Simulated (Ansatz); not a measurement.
F₂S, SMILES FSF.

The structure is a stationary point at r2SCAN-D4/def2-TZVP.

Two levels are set side by side: PBE/def2-TZVPD (Ansatz, a program for electronic structure) and PBE0/def2-TZVPD (Ansatz). Energy differences of separate SCF runs at the same geometry; the states with an electron removed or added have multiplicity 2 and 2. Differences are taken from unrounded values.

```json
[
 {"quantity": "vertical ionisation energy (eV)", "PBE0": "10.21", "PBE": "9.95", "PBE minus PBE0": "-0.26"},
 {"quantity": "vertical singlet–triplet gap (eV)", "PBE0": "2.47", "PBE": "2.37", "PBE minus PBE0": "-0.10"}
]
```
